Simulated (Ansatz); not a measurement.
Program: Ansatz. Geometries: PBE0-D4/def2-TZVP. ΔE: electronic, gas phase. CBS: MP2 limit from def2 TZ/QZ plus the TZ coupled-cluster correction, frozen cores. This one scheme is used for every species. DFT in def2-TZVPP. B3LYP here is the variant with VWN-RPA as its local correlation; programs differ in this. One conformer a species, not always the lowest.

`C#CC[SiH](F)Cl` + H–F → `FC[SiH](F)Cl` + acetylene  (substitution at a C–C bond)

```tsv
level	ΔE (kJ/mol)
PBE0-D4	102.7
r2SCAN	93.6
B3LYP	82.2
HF/def2-TZVPP	77.9
MP2/def2-TZVPP	113.8
SCS-MP2/def2-TZVPP	100.8
HF/def2-QZVPP	77.8
MP2/def2-QZVPP	115.5
```

(1) What does CCSD(T)/CBS give? (Estimate.)

Largest T1 diagnostic among the species: 0.013.

Results:

(1) The calculation gave: +101.4 kJ/mol. The listed levels differ from it by 1.3, -7.8, -19.2, -23.5, 12.4, -0.6, -23.6, 14.1 kJ/mol.

From PBE to PBE0 (25 % exact exchange), in def2-TZVPP and without D4, ΔE moves by +5.9 kJ/mol. In def2-TZVPP, CCSD(T) changes the Hartree–Fock value by +20.5 kJ/mol (the triples alone add +2.3 kJ/mol) and MP2 by +35.9 kJ/mol. The D4 term adds +8.6 kJ/mol with B3LYP and +4.9 kJ/mol with PBE0; it sums over pairs of atoms, weighted by their polarisabilities, and B3LYP, whose exchange is more repulsive, gets the larger term.
